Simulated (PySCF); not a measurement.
# HSE06 on As(2+) (arsenic, charge +2)

Configuration: [Ar] 3d10 4s2 4d1, 2D determinant (an excited configuration). All numbers are calculated (PySCF 2.14, scalar relativity through the core potential, in aug-cc-pVTZ-PP with ECP10MDF (6s5p4d2f, 55 functions)).

```json
{
  "Total energy": "-330.8604 hartree",
  "One-electron energy": "-565.9980 hartree",
  "Hartree (Coulomb) energy": "261.2221 hartree",
  "Exchange-correlation energy": "-26.0845 hartree",
  "⟨S²⟩": "0.7503",
  "⟨L²⟩": "6.001",
  "Sum of ⟨r⟩": "18.45 bohr",
  "Sum of ⟨r²⟩": "28.59 bohr²",
  "Traceless quadrupole moment −½Σ⟨3z² − r²⟩ along its main axis": "3.48 e·bohr²"
}
```

```json
{"shell": "3s α", "electrons": "1", "mean orbital energy (eV)": "-217.81", "spread (eV)": "0", "rms radius, mean of both spins (bohr)": "0.644"}
{"shell": "3s β", "electrons": "1", "mean orbital energy (eV)": "-217.77", "spread (eV)": "0", "rms radius, mean of both spins (bohr)": "0.644"}
{"shell": "3p α", "electrons": "3", "mean orbital energy (eV)": "-166.06", "spread (eV)": "0.116", "rms radius, mean of both spins (bohr)": "0.671"}
{"shell": "3p β", "electrons": "3", "mean orbital energy (eV)": "-166.02", "spread (eV)": "0.176", "rms radius, mean of both spins (bohr)": "0.671"}
{"shell": "3d α", "electrons": "5", "mean orbital energy (eV)": "-70.276", "spread (eV)": "0.149", "rms radius, mean of both spins (bohr)": "0.743"}
{"shell": "3d β", "electrons": "5", "mean orbital energy (eV)": "-70.216", "spread (eV)": "0.220", "rms radius, mean of both spins (bohr)": "0.743"}
{"shell": "4s α", "electrons": "1", "mean orbital energy (eV)": "-36.820", "spread (eV)": "0", "rms radius, mean of both spins (bohr)": "1.90"}
{"shell": "4s β", "electrons": "1", "mean orbital energy (eV)": "-36.437", "spread (eV)": "0", "rms radius, mean of both spins (bohr)": "1.90"}
{"shell": "4d α", "electrons": "1", "mean orbital energy (eV)": "-12.594", "spread (eV)": "0", "rms radius, mean of both spins (bohr)": "3.51"}
```

Energies and moments cover only the electrons outside the core potential. The outer electron is Rydberg-like, and this basis confines it to a smaller radius and binds it less than a complete one would.
